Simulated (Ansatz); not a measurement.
Consider the formal exchange of groups at the Si–Si bond: `O[SiH](F)[SiH2]F` + `O[SiH2]F` → `O[Si@H](F)[Si@H](O)F` + `F[SiH3]`.

Computed with Ansatz on PBE0-D4/def2-TZVP structures; ΔE is electronic, products minus reactants. CCSD(T)/CBS is the MP2 limit (def2-TZVPP, def2-QZVPP) plus CCSD(T) − MP2 in def2-TZVPP, frozen cores. This one scheme is used for every species. DFT in def2-TZVPP. B3LYP here is the variant with VWN-RPA as its local correlation; programs differ in this. One conformer a species, not always the lowest.

`O[SiH](F)[SiH2]F`:

```xyz
9

O     0.271    0.468   -1.943
Si    0.163    0.981   -0.396
F     1.567    1.564    0.108
Si   -0.405   -0.835    0.997
F     0.293   -2.133    0.342
H     0.697   -0.373   -2.117
H    -0.800    2.104   -0.398
H     0.086   -0.702    2.392
H    -1.872   -1.073    1.015
```

`O[SiH2]F`:

Cartesian coordinates in Å:
```
O 0.966 -0.550 -0.620
Si -0.198 0.079 0.331
F -1.642 -0.427 -0.123
H 1.052 -0.235 -1.521
H 0.060 -0.425 1.692
H -0.238 1.558 0.241
```

`O[Si@H](F)[Si@H](O)F`:

Z-matrix (Å, degrees):
```
Si
F 1 1.602
Si 1 2.365 2 107.5
O 1 1.639 2 110.5 3 -119.9
H 1 1.480 2 107.8 3 125.7
O 3 1.639 1 109.8 2 -124.8
F 3 1.602 1 107.5 2 114.9
H 3 1.480 1 116.0 2 -5.7
H 4 0.959 1 118.5 2 68.0
H 6 0.959 3 118.5 1 -50.5
```

`F[SiH3]`:

Z-matrix (Å, degrees):
```
Si
F 1 1.600
H 1 1.482 2 108.3
H 1 1.482 2 108.3 3 -120.0
H 1 1.482 2 108.3 3 120.0
```

```json
{"level": "BLYP-D4", "ΔE (kJ/mol)": "4.0", "difference from CCSD(T)/CBS": "-3.2"}
{"level": "B3LYP-D4", "ΔE (kJ/mol)": "5.3", "difference from CCSD(T)/CBS": "-1.9"}
{"level": "r2SCANh-D4", "ΔE (kJ/mol)": "6.9", "difference from CCSD(T)/CBS": "-0.3"}
{"level": "r2SCAN0-D4", "ΔE (kJ/mol)": "7.4", "difference from CCSD(T)/CBS": "0.2"}
{"level": "PBE-QIDH", "ΔE (kJ/mol)": "7.7", "difference from CCSD(T)/CBS": "0.5"}
{"level": "r2SCAN", "ΔE (kJ/mol)": "7.1", "difference from CCSD(T)/CBS": "-0.1"}
{"level": "HF/def2-QZVPP", "ΔE (kJ/mol)": "9.2", "difference from CCSD(T)/CBS": "2.0"}
{"level": "MP2/def2-QZVPP", "ΔE (kJ/mol)": "7.2", "difference from CCSD(T)/CBS": "0.0"}
{"level": "HF/CBS(def2)", "ΔE (kJ/mol)": "9.2", "difference from CCSD(T)/CBS": "2.0"}
{"level": "CCSD/CBS(def2)", "ΔE (kJ/mol)": "7.8", "difference from CCSD(T)/CBS": "0.6"}
{"level": "CCSD(T)/CBS", "ΔE (kJ/mol)": "7.2", "difference from CCSD(T)/CBS": "0"}
```

Largest T1 diagnostic among the species: 0.013.

Leaving LDA and LC-ωPBE aside and taking each functional with its dispersion term where it has one, the values spread over 3.8 kJ/mol, from BLYP-D4 to PBE-QIDH.
